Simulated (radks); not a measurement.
Problem. All-electron atom: Ce+ in [Xe] 4f1 5d2. Method: Dirac Kohn-Sham, PBE, spin-unpolarised, spherical densities, finite nucleus; open shells are shared between the two j in proportion to 2j + 1; Fermi nuclear charge, rms radius 4.8771 fm; computed with a radial shooting solver on a logarithmic mesh with Libxc functionals. Some entries of the table are withheld. Estimate them.

orbital      occ.  eigenvalue (hartree)  <r^2> (bohr^2)  r(max) (bohr)
1s1/2           2             -1478.615       0.0008209        0.01574
2s1/2           2             -236.7693         0.01300        0.08922
2p1/2           2             -223.5605             (1)        0.06798
2p3/2           4             -207.1485             (2)        0.07324
3s1/2           2             -51.09537         0.08863            (3)
3p1/2           2             -45.49997         0.08352         0.2416
3p3/2           4             -42.27478         0.09106         0.2530
3d3/2           4             -32.48960             (4)         0.2034
3d5/2           6             -31.79707             (5)         0.2066
4s1/2           2             -10.45134          0.4583            (6)
4p1/2           2              -8.37276          0.4895         0.6028
4p3/2           4              -7.68007          0.5307         0.6271
4d3/2           4                   (7)          0.6328         0.6480
4d5/2           6                   (8)          0.6493         0.6559
5s1/2           2              -1.63134           2.609          1.375
5p1/2           2              -1.06890           3.328          1.504
5p3/2           4              -0.96965           3.662          1.572
4f5/2    0.428571              -0.34564           1.635         0.7058
4f7/2    0.571429              -0.33352           1.678         0.7105
5d3/2         0.8                   (9)           9.399          2.158
5d5/2         1.2                  (10)           9.778          2.196

Solution. 
(1) 2p1/2 <r^2> (bohr^2): 0.009534
(2) 2p3/2 <r^2> (bohr^2): 0.01080
(3) 3s1/2 r(max) (bohr): 0.2548
(4) 3d3/2 <r^2> (bohr^2): 0.07457
(5) 3d5/2 <r^2> (bohr^2): 0.07671
(6) 4s1/2 r(max) (bohr): 0.5935
(7) 4d3/2 eigenvalue (hartree): -4.26704
(8) 4d5/2 eigenvalue (hartree): -4.14565
(9) 5d3/2 eigenvalue (hartree): -0.26942
(10) 5d5/2 eigenvalue (hartree): -0.26183
